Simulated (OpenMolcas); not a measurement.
## Au5+: moving or changing the point charges

Au5+ among 6 point charges of -1.7 e arranged as a tetragonal octahedron (D4h), 2.09 Å from the ion, with the axial distance 1.839 Å.

```json
{"Program": "OpenMolcas 26.06", "Method": "CASSCF", "Basis": "ANO-RCC-VDZP [7s6p4d2f]", "Scalar Hamiltonian": "DKH2, point nucleus", "Active space": "6 electrons in 5 orbitals (5d)", "State averaging": "2S+1 = 5 even, 5 roots; 2S+1 = 3 even, 45 roots; 2S+1 = 1 even, 50 roots", "Spin-orbit coupling": "state interaction with AMFI integrals over the reference wave functions"}
```

Runs around this geometry, states (labels of D4, the rotations of D4h). Energies in cm-1 above the lowest state or level, χT in cm3 K/mol.

```json
{"R (Å)": "2.09", "q (e)": "-0.85", "Axial / equatorial distance": "0.88", "Ground state": "5B2", "First state of that spin": "5E 1740", "First gap with spin-orbit (degeneracies)": "44.2 (1, 1)", "χT at 300 K": "4.491", "First state of another spin": "3A2 19916"}
{"R (Å)": "1.96", "q (e)": "-1.7", "Axial / equatorial distance": "0.88", "Ground state": "5B2", "First state of that spin": "5E 4041", "First gap with spin-orbit (degeneracies)": "300.8 (1, 1)", "χT at 300 K": "3.291", "First state of another spin": "3E 15943"}
{"R (Å)": "2.09", "q (e)": "-1.7", "Axial / equatorial distance": "0.88", "Ground state": "5B2", "First state of that spin": "5E 3492", "First gap with spin-orbit (degeneracies)": "166.7 (1, 1)", "χT at 300 K": "3.866", "First state of another spin": "3E 17952"}
{"R (Å)": "2.18", "q (e)": "-1.7", "Axial / equatorial distance": "0.88", "Ground state": "5B2", "First state of that spin": "5E 3161", "First gap with spin-orbit (degeneracies)": "112.4 (1, 1)", "χT at 300 K": "4.092", "First state of another spin": "3E 18912"}
{"R (Å)": "2.09", "q (e)": "-1.7", "Axial / equatorial distance": "0.95", "Ground state": "5B2", "First state of that spin": "5E 1279", "First gap with spin-orbit (degeneracies)": "168.1 (1, 1)", "χT at 300 K": "4.246", "First state of another spin": "3A2 18351"}
```

Taking the first state of the same spin as R^-n, n = -ln(3161 / 4041) / ln(2.18 / 1.96) = 2.3 between the shortest and longest distance.

Scaling the charges by -0.85 / -1.7 = 0.50 scales the first state of the same spin by 1740 / 3492 = 0.50; with fixed orbitals a first-order splitting would follow the charge.

Without dynamic correlation the repulsion within the d shell is too large (B by tens of per cent), so at a given field states of lower spin stand too high. Point charges give a weaker field than real ligands, and real ions of this kind are as a rule low spin; the high spin found here belongs to the model. Spin-orbit coupling mixes the spin-free states strongly: the lowest level takes only 46 % from its leading state, 5B2 (figures for R = 2.09, q = -0.85, ratio = 0.88; the like holds for R = 1.96, q = -1.7, ratio = 0.88, R = 2.09, q = -1.7, ratio = 0.88, R = 2.18, q = -1.7, ratio = 0.88, R = 2.09, q = -1.7, ratio = 0.95). Point charges carry no covalency, so the field is a model and not that of real ligands. No measured value stands beside these numbers.
